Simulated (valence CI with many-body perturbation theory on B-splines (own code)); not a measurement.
## E1 line list for Pb75+

Calculated by relativistic CI+MBPT: five valence electrons over a frozen Dirac-Fock core [He], radial functions for each j: 9 s, 9 p, 8 d, 6 f, 3 g, 1 h, with the one-electron correlation potential Σ1, the two-electron term Σ2, the three-electron term Σ3, Breit, model QED; selected CI, second order for the rest (own B-spline code, finite nucleus).

The last digits are not significant, and no measured levels were compared; by estimate large intervals hold to a few tenths of a per cent, small ones and those within an open d or f shell to about a per cent. Among the levels kept, up to 1100 cm⁻¹ of a level comes from second order outside the variational space, and about a tenth of that is noise between levels of different J, which matters for small intervals.

Lines 101 to 150 of 268 in falling wavelength, among levels below 117470 × 10³ cm⁻¹, chosen from the strongest by gf and those to the six lowest levels. Wavelengths and rates use the calculated energies. Electric multipoles are in the length gauge, E1 and E2 with the static RPA response of the core. Weak lines are less certain than strong ones. Lines between different terms over intervals too small for the method are left out, as are lines whose strength nearly cancels. The highest levels of a list are the least certain.

Levels are named by their leading jj configuration (3d3/2^4 stands for four electrons in 3d with j = 3/2), which in mixed levels can hold well under half, so a name can repeat and another be missing. Letters in brackets count levels of one name in rising energy.

| λ vac (nm) | Upper | Lower | A (s⁻¹) | S (a.u.) |
| --- | --- | --- | --- | --- |
| 0.4526 | (2s 2p1/2 2p3/2^3) J=5/2 | (2s^2 2p1/2 2p3/2^2) J=3/2 | 1.65e+12 | 4.54e-04 |
| 0.4524 | (2p1/2 2p3/2^4) J=1/2 | (2s 2p1/2 2p3/2^3) J=3/2 [b] | 7.20e+13 | 6.58e-03 |
| 0.4520 | (2p1/2^2 2p3/2^3) J=3/2 | (2s 2p1/2^2 2p3/2^2) J=3/2 | 5.28e+13 | 9.63e-03 |
| 0.4518 | (2s 2p1/2^2 2p3/2 3d3/2) J=3/2 [b] | (2s^2 2p1/2^2 3d3/2) J=3/2 | 3.43e+13 | 6.25e-03 |
| 0.4518 | (2p1/2^2 2p3/2^3) J=3/2 | (2s 2p1/2^2 2p3/2^2) J=1/2 | 1.25e+13 | 2.27e-03 |
| 0.4513 | (2p1/2 2p3/2^4) J=1/2 | (2s 2p1/2 2p3/2^3) J=1/2 | 3.46e+13 | 3.14e-03 |
| 0.4510 | (2s 2p1/2^2 2p3/2 3d3/2) J=5/2 [b] | (2s^2 2p1/2^2 3d3/2) J=3/2 | 3.12e+13 | 8.47e-03 |
| 0.4510 | (2s 2p1/2^2 2p3/2 3p1/2) J=1/2 | (2s^2 2p1/2^2 3p1/2) J=1/2 | 3.62e+13 | 3.28e-03 |
| 0.4510 | (2s 2p3/2^4) J=1/2 | (2s^2 2p3/2^3) J=3/2 | 5.56e+13 | 5.03e-03 |
| 0.4510 | (2s 2p1/2^2 2p3/2 3s) J=1/2 | (2s^2 2p1/2^2 3s) J=1/2 | 3.59e+13 | 3.25e-03 |
| 0.4508 | (2s 2p1/2^2 2p3/2 3p1/2) J=3/2 [b] | (2s^2 2p1/2^2 3p1/2) J=1/2 | 3.53e+13 | 6.39e-03 |
| 0.4493 | (2s 2p1/2^2 2p3/2 3p3/2) J=3/2 [b] | (2s^2 2p1/2^2 3p3/2) J=3/2 | 3.45e+13 | 6.17e-03 |
| 0.4492 | (2s 2p1/2^2 2p3/2 3d3/2) J=1/2 [b] | (2s^2 2p1/2^2 3d3/2) J=3/2 | 3.68e+13 | 3.29e-03 |
| 0.4492 | (2s 2p1/2^2 2p3/2 3s) J=3/2 [b] | (2s^2 2p1/2^2 3s) J=1/2 | 3.33e+13 | 5.96e-03 |
| 0.4484 | (2s 2p1/2^2 2p3/2 3p3/2) J=1/2 [b] | (2s^2 2p1/2^2 3p3/2) J=3/2 | 3.39e+13 | 3.02e-03 |
| 0.4450 | (2s 2p1/2^2 2p3/2^2) J=1/2 | (2s^2 2p1/2^2 2p3/2) J=3/2 | 2.90e+13 | 2.52e-03 |
| 0.4448 | (2s 2p1/2^2 2p3/2^2) J=3/2 | (2s^2 2p1/2^2 2p3/2) J=3/2 | 5.49e+13 | 9.54e-03 |
| 0.4424 | (2s 2p1/2 2p3/2^3) J=3/2 [b] | (2s^2 2p1/2 2p3/2^2) J=5/2 | 4.66e+13 | 7.97e-03 |
| 0.4399 | (2s 2p1/2 2p3/2^3) J=1/2 | (2s^2 2p1/2 2p3/2^2) J=3/2 | 4.81e+13 | 4.04e-03 |
| 0.4389 | (2s 2p1/2 2p3/2^3) J=3/2 [b] | (2s^2 2p1/2 2p3/2^2) J=3/2 | 2.20e+12 | 3.68e-04 |
| 0.4324 | (2p1/2^2 2p3/2^3) J=3/2 | (2s 2p1/2^2 2p3/2^2) J=5/2 | 1.47e+13 | 2.35e-03 |
| 0.2505 | (2s 2p1/2 2p3/2^3) J=3/2 [a] | (2s^2 2p1/2^2 2p3/2) J=3/2 | 3.24e+10 | 1.00e-06 |
| 0.2483 | (2s 2p1/2 2p3/2^3) J=5/2 | (2s^2 2p1/2^2 2p3/2) J=3/2 | 3.77e+09 | 1.71e-07 |
| 0.2444 | (2s 2p1/2 2p3/2^3) J=1/2 | (2s^2 2p1/2^2 2p3/2) J=3/2 | 1.46e+11 | 2.11e-06 |
| 0.2441 | (2s 2p1/2 2p3/2^3) J=3/2 [b] | (2s^2 2p1/2^2 2p3/2) J=3/2 | 8.26e+10 | 2.37e-06 |
| 0.2434 | (2s 2p3/2^4) J=1/2 | (2s^2 2p1/2 2p3/2^2) J=3/2 | 1.92e+11 | 2.74e-06 |
| 0.1521 | (2s^2 2p1/2^2 3p1/2) J=1/2 | (2s 2p1/2^2 2p3/2^2) J=1/2 | 7.19e+10 | 2.50e-07 |
| 0.1464 | (2s^2 2p1/2^2 3s) J=1/2 | (2s^2 2p1/2 2p3/2^2) J=1/2 | 1.76e+10 | 5.44e-08 |
| 0.1404 | (2s^2 2p1/2^2 3p3/2) J=3/2 | (2s 2p1/2^2 2p3/2^2) J=1/2 | 2.30e+10 | 1.26e-07 |
| 0.1385 | (2s^2 2p1/2^2 3p3/2) J=3/2 | (2s 2p1/2^2 2p3/2^2) J=5/2 | 1.27e+11 | 6.63e-07 |
| 0.1322 | (2s^2 2p1/2^2 3d3/2) J=3/2 | (2s^2 2p1/2 2p3/2^2) J=1/2 | 3.06e+10 | 1.40e-07 |
| 0.1310 | (2s^2 2p1/2^2 3d3/2) J=3/2 | (2s^2 2p1/2 2p3/2^2) J=3/2 | 7.09e+10 | 3.15e-07 |
| 0.1289 | (2s^2 2p1/2^2 3d5/2) J=5/2 | (2s^2 2p1/2 2p3/2^2) J=5/2 | 8.21e+09 | 5.20e-08 |
| 0.1286 | (2s^2 2p1/2^2 3d5/2) J=5/2 | (2s^2 2p1/2 2p3/2^2) J=3/2 | 4.17e+09 | 2.62e-08 |
| 0.1190 | (2s^2 2p1/2 2p3/2 3p1/2) J=1/2 | (2s 2p1/2^2 2p3/2^2) J=1/2 | 1.24e+10 | 2.06e-08 |
| 0.1189 | (2s^2 2p1/2 2p3/2 3p1/2) J=3/2 [a] | (2s 2p1/2^2 2p3/2^2) J=1/2 | 8.49e+10 | 2.82e-07 |
| 0.1182 | (2s^2 2p1/2 2p3/2 3p1/2) J=3/2 [b] | (2s 2p1/2^2 2p3/2^2) J=1/2 | 8.14e+11 | 2.65e-06 |
| 0.1175 | (2s^2 2p1/2 2p3/2 3p1/2) J=3/2 [a] | (2s 2p1/2^2 2p3/2^2) J=5/2 | 3.25e+10 | 1.04e-07 |
| 0.1174 | (2s^2 2p1/2 2p3/2 3p1/2) J=5/2 | (2s 2p1/2^2 2p3/2^2) J=5/2 | 2.94e+11 | 1.41e-06 |
| 0.1168 | (2s^2 2p1/2 2p3/2 3p1/2) J=3/2 [b] | (2s 2p1/2^2 2p3/2^2) J=5/2 | 1.02e+12 | 3.22e-06 |
| 0.1159 | (2s 2p1/2^2 2p3/2 3s) J=3/2 [a] | (2s 2p1/2^2 2p3/2^2) J=1/2 | 1.27e+14 | 3.92e-04 |
| 0.1154 | (2s^2 2p1/2 2p3/2 3s) J=3/2 [a] | (2s^2 2p1/2 2p3/2^2) J=1/2 | 1.13e+12 | 3.41e-06 |
| 0.1152 | (2s^2 2p1/2 2p3/2 3s) J=1/2 | (2s^2 2p1/2 2p3/2^2) J=1/2 | 1.33e+14 | 2.00e-04 |
| 0.1151 | (2s 2p1/2^2 2p3/2 3s) J=1/2 | (2s 2p1/2^2 2p3/2^2) J=3/2 | 3.18e+14 | 4.78e-04 |
| 0.1151 | (2s 2p1/2^2 2p3/2 3s) J=1/2 | (2s 2p1/2^2 2p3/2^2) J=1/2 | 1.38e+14 | 2.07e-04 |
| 0.1151 | (2s^2 2p1/2 2p3/2 3s) J=3/2 [b] | (2s^2 2p1/2 2p3/2^2) J=1/2 | 1.31e+14 | 3.95e-04 |
| 0.1150 | (2s 2p1/2^2 2p3/2 3s) J=3/2 [b] | (2s 2p1/2^2 2p3/2^2) J=3/2 | 1.68e+14 | 5.05e-04 |
| 0.1150 | (2s 2p1/2^2 2p3/2 3s) J=3/2 [b] | (2s 2p1/2^2 2p3/2^2) J=1/2 | 2.24e+11 | 6.71e-07 |
| 0.1150 | (2s 2p1/2^2 2p3/2 3s) J=5/2 | (2s 2p1/2^2 2p3/2^2) J=5/2 | 1.82e+14 | 8.21e-04 |
| 0.1147 | (2s^2 2p1/2 2p3/2 3s) J=3/2 [a] | (2s^2 2p1/2 2p3/2^2) J=5/2 | 3.64e+13 | 1.08e-04 |
